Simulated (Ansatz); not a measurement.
Stepwise reaction of `[CH3][Ti]([OH])([F])[F]` with hydrogen chloride, as a gas-phase model of exchange steps in deposition or etching. ΔE in kJ/mol; ΔG adds harmonic PBE0-D4 terms to CCSD(T)/CBS, at 1 bar.

Gas-phase electronic energies from Ansatz, PBE0-D4/def2-TZVP geometries. CCSD(T)/CBS is the MP2 limit (def2-TZVPP, def2-QZVPP) plus CCSD(T) − MP2 in def2-TZVPP, frozen cores. This one scheme is used for every species. DFT in def2-TZVPP. B3LYP here is the variant with VWN-RPA as its local correlation; programs differ in this. For Ti outer-core shells are correlated without core-valence functions, which leaves a few kJ/mol of doubt a bond. Scalar relativity is left out up to krypton. Each species was taken in one conformer, which may not be the lowest.

```tsv
step	reaction	PBE-D4	B3LYP-D4	ωB97M-V	CCSD(T)/CBS	ΔG(500 K)
1	`[CH3][Ti]([OH])([F])[F]` + HCl → `[CH3][Ti]([OH])([F])[Cl]` + H–F	20.8	20.2	22.4	10.4	15.6
2	`[CH3][Ti]([OH])([F])[Cl]` + HCl → `[CH3][Ti]([OH])([Cl])[Cl]` + H–F	20.4	19.7	22.5	9.1	14.8
```

**Question.** By hand: ΔE of the 2 steps together at CCSD(T)/CBS.

**Answer.** (10.4) + (9.1) = 19.5 kJ/mol, or 9.8 kJ/mol a step.

In ΔE the steps differ by no more than 1.3 kJ/mol. All are uphill at CCSD(T)/CBS. ΔG lies between 14.8 and 15.6 kJ/mol a step. PBE-D4 differs from CCSD(T)/CBS by 10.4 to 11.3 kJ/mol a step. Only this route is followed, and other bonds may react first. Isolated molecules leave out the surface, adducts and barriers. Largest T1 diagnostic: 0.022.
